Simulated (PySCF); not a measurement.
Computed data sheet: `CC1=CCC[P@@H]1=S`

C₅H₉PS.
Numbering: `[CH3:1][C:2]1=[CH:3][CH2:4][CH2:5][P@@H:6]1=[S:7]` (hydrogens: H8, H9, H10 on C1; H11 on C3; H12, H13 on C4; H14, H15 on C5; H16 on P6)

**PBE0-D3(BJ)/def2-SVP geometry optimisation, gas phase (PySCF)**

| Property | Result |
| --- | --- |
| Point group | C1 |
| Rotational constants A, B, C | 2.609, 1.576, 1.060 GHz |

**B3LYP/def2-SVPD ground state, ΔSCF and vertical TDDFT (core frozen in the response) (PySCF)**

| Property | Result |
| --- | --- |
| Dipole moment | 4.98 D |
| HOMO energy | -6.23 eV |
| LUMO energy | -0.87 eV |
| HOMO–LUMO gap | 5.36 eV |
| Lowest singlet excitation | 4.46 eV (278 nm, f = 0.010) |
| Strongest line among the 10 lowest singlet transitions | S7 at 6.02 eV (206 nm, f = 0.037) |
| Lowest triplet excitation (Tamm–Dancoff) | 4.12 eV |
| Static isotropic polarisability | 106.0 au |
| Vertical ionisation energy | 8.43 eV |
| Electronic spatial extent ⟨r²⟩ about the centre of nuclear charge | 1144 bohr² |

**CAM-B3LYP/pcSseg-1 ground state and GIAO shieldings, non-relativistic (PySCF)**

| Property | Result |
| --- | --- |
| 13C chemical shifts (computed TMS as zero) by class | 149.0 (C3), 148.7 (C2), 35.1 (C5), 30.7 (C4), 14.8 (C1) ppm |
| 1H chemical shifts (computed TMS as zero) by class | 7.43 (H16), 6.12 (H11), 2.42 (H13), 2.27 (H12), 2.21 (H15), 1.97 (H8/H9/H10), 1.57 (H14) ppm |
| Isotropic shieldings of nuclei other than C and H, by class | 281 (P6), 737 (S7) ppm |

Monoisotopic mass (most abundant isotopes): 132.0163 u.

The largest Löwdin shares of the HOMO are 0.75 on S7 and 0.17 on P6. The polarisability is 15.70 Å³ as a volume (1 au = 0.148185 Å³), or 1.51 au for each of the 70 electrons. With B = h/(8π²I), that is 505.379 GHz u Å² over I, the principal moments of inertia are 193.7, 320.7 and 476.6 u Å² (most abundant isotopes); the inertial defect Ic − Ia − Ib is -37.8 u Å² (zero for a rigid planar frame, negative otherwise). The vertical singlet–triplet gap S1 − T1 is 0.34 eV (TDDFT singlet less Tamm–Dancoff triplet; S1: HOMO→LUMO, weight 0.67; T1: HOMO−2→LUMO, weight 0.67). No computed singlet falls in the visible range (750 to 380 nm, 1.65 to 3.26 eV); S1 lies 1.20 eV above its blue end. The rotational constants make it an asymmetric top with κ = (2B − A − C)/(A − C) = -0.33, nearer the prolate limit (−1). The 10 singlets span 4.46 to 6.32 eV, and their oscillator strengths add up to 0.16.

One conformer (not necessarily the lowest) at the PBE0-D3(BJ)/def2-SVP geometry, without solvent or vibrations. NMR classes are plain means over equivalent atoms (diastereotopic ones count apart unless rotation or inversion swaps them), as if these changed places fast; in this geometry the members of some classes differ.
